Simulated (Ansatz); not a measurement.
Mulliken charges of CHAlClN, SMILES `N#[C][AlH][Cl]` from B3LYP/def2-TZVPP in Ansatz (PBE0-D4/def2-TZVP geometry).

```tsv
atom	x (Å)	y (Å)	z (Å)	charge (e)
N1	1.458	-1.459	1.295	0.005
C2	0.790	-0.749	0.679	-0.309
Al3	-0.292	0.474	-0.343	0.620
Cl4	-2.069	-0.290	-1.093	-0.206
H5	0.162	1.950	-0.580	-0.109
```

By hand: the dipole of these point charges (1 e Å = 4.8032 D).

Σ q r = (-0.009, 0.365, -0.128) e Å, of length 0.387 e Å = 1.86 D.

How does the dipole of the full density compare? (Estimate.)

The calculation gave: (-0.221, 0.487, -0.288) e Å, 2.92 D; the point charges give 0.64 times that, at 23° from its direction.

Point charges leave out the atoms' own dipoles, such as those of lone pairs, and Mulliken's split depends on the basis, so the two needn't agree.

B3LYP here is the variant with VWN-RPA as its local correlation; programs differ in this.
